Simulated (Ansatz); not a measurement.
Relaxation of H$_{9}$NOSi$_{2}$ (13 atoms, charge 0, multiplicity 1), to a largest force component of 0.03 eV/Å in at most 50 steps.

The calculation used RKS B3LYP-D4/6-31G* (Ansatz).

```xyz
13
Properties=species:S:1:pos:R:3
Si 0.552 -0.332 -0.566
O -0.437 -0.204 2.141
Si -1.588 -0.729 3.233
H -2.251 -1.984 2.771
H -1.009 -0.995 4.580
H -2.593 0.355 3.317
H 1.250 -0.634 -1.848
H 0.543 1.134 -0.343
N -1.026 -1.008 -0.745
H -1.684 -1.020 0.026
H -1.162 -1.785 -1.383
H 1.396 -0.919 0.494
H 0.391 -0.731 2.051
```

**Question.** Where does it end, and by what steps?

**Answer.** It converged. After 36 steps the energy has fallen by 0.121 eV; H4 moved furthest, 1.86 Å.

| step | energy less start (eV) | largest force component (eV/Å) | accepted |
| --- | --- | --- | --- |
| 0 | 0.0000 | 0.699 | yes |
| 2 | -0.0603 | 0.089 | yes |
| 4 | -0.0690 | 0.202 | yes |
| 6 | -0.0793 | 0.234 | yes |
| 8 | -0.0852 | 0.150 | yes |
| 10 | -0.0905 | 0.111 | yes |
| 12 | -0.0936 | 0.084 | yes |
| 14 | -0.0967 | 0.131 | yes |
| 16 | -0.1003 | 0.175 | yes |
| 18 | -0.1036 | 0.141 | yes |
| 20 | -0.1064 | 0.154 | yes |
| 22 | -0.1088 | 0.172 | yes |
| 24 | -0.1121 | 0.045 | yes |
| 26 | -0.1149 | 0.036 | yes |
| 28 | -0.1165 | 0.044 | yes |
| 30 | -0.1180 | 0.053 | yes |
| 32 | -0.1196 | 0.108 | yes |
| 34 | -0.1210 | 0.076 | yes |
| 36 | -0.1213 | 0.026 | yes |

```xyz
13
Properties=species:S:1:pos:R:3
Si 0.627 -0.291 -0.378
O -1.289 -1.573 1.864
Si -1.485 -0.644 3.247
H -1.637 -1.501 4.456
H -0.333 0.270 3.472
H -2.724 0.136 3.026
H 1.456 0.130 -1.541
H 0.621 0.792 0.642
N -0.971 -0.591 -0.966
H -1.626 -0.997 -0.307
H -1.083 -0.981 -1.894
H 1.335 -1.453 0.262
H -0.509 -2.147 1.845
```

The run took 69 s on 2 threads of Arm Neoverse V2, with other jobs on the host, peak memory 0.18 GiB.
